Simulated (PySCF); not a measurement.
C₇H₈O, SMILES COc1ccccc1. Atoms are numbered in the order given.

```xyz
16

C      0.3224    -2.7575     0.0000
O     -0.6712    -1.7583     0.0000
C     -0.2763    -0.4603     0.0000
C     -1.3076     0.4956     0.0000
C     -0.9998     1.8530     0.0000
C      0.3347     2.2822     0.0000
C      1.3544     1.3301     0.0000
C      1.0632    -0.0400     0.0000
H     -0.2048    -3.7203     0.0000
H      0.9631    -2.6972    -0.8986
H      0.9631    -2.6972     0.8986
H     -2.3413     0.1402     0.0000
H     -1.8113     2.5870     0.0000
H      0.5733     3.3490     0.0000
H      2.4012     1.6492     0.0000
H      1.8806    -0.7633     0.0000
```
Charge 0, spin multiplicity 1.

Coordinates come from a r2SCAN-D4/def2-SVP optimisation. Other conformers were not sampled.

All values below come from ωB97X/def2-TZVP (PySCF).

Atomic charges (e):

```json
[
 {"atom": "C1", "Mulliken": "-0.22", "Löwdin": "-0.34"},
 {"atom": "O2", "Mulliken": "-0.28", "Löwdin": "0.24"},
 {"atom": "C3", "Mulliken": "0.34", "Löwdin": "-0.25"},
 {"atom": "C4", "Mulliken": "-0.23", "Löwdin": "-0.12"},
 {"atom": "C5", "Mulliken": "-0.09", "Löwdin": "-0.14"},
 {"atom": "C6", "Mulliken": "-0.17", "Löwdin": "-0.17"},
 {"atom": "C7", "Mulliken": "-0.13", "Löwdin": "-0.14"},
 {"atom": "C8", "Mulliken": "-0.28", "Löwdin": "-0.15"},
 {"atom": "H9", "Mulliken": "0.14", "Löwdin": "0.12"},
 {"atom": "H10", "Mulliken": "0.12", "Löwdin": "0.11"},
 {"atom": "H11", "Mulliken": "0.12", "Löwdin": "0.11"},
 {"atom": "H12", "Mulliken": "0.14", "Löwdin": "0.15"},
 {"atom": "H13", "Mulliken": "0.13", "Löwdin": "0.15"},
 {"atom": "H14", "Mulliken": "0.13", "Löwdin": "0.14"},
 {"atom": "H15", "Mulliken": "0.13", "Löwdin": "0.15"},
 {"atom": "H16", "Mulliken": "0.14", "Löwdin": "0.15"}
]
```

Computed Mayer and Wiberg (Löwdin basis) orders of the bonds:
```tsv
bond	Mayer	Wiberg
C1–O2	0.94	1.47
O2–C3	1.12	1.56
C3–C4	1.38	1.46
C4–C5	1.48	1.62
C5–C6	1.40	1.56
C6–C7	1.47	1.60
C3–C8	1.33	1.49
C7–C8	1.42	1.57
C1–H9	0.98	0.93
C1–H10	0.97	0.93
C1–H11	0.97	0.93
C4–H12	0.97	0.82
C5–H13	0.97	0.83
C6–H14	0.97	0.83
C7–H15	0.96	0.83
C8–H16	0.96	0.82
```
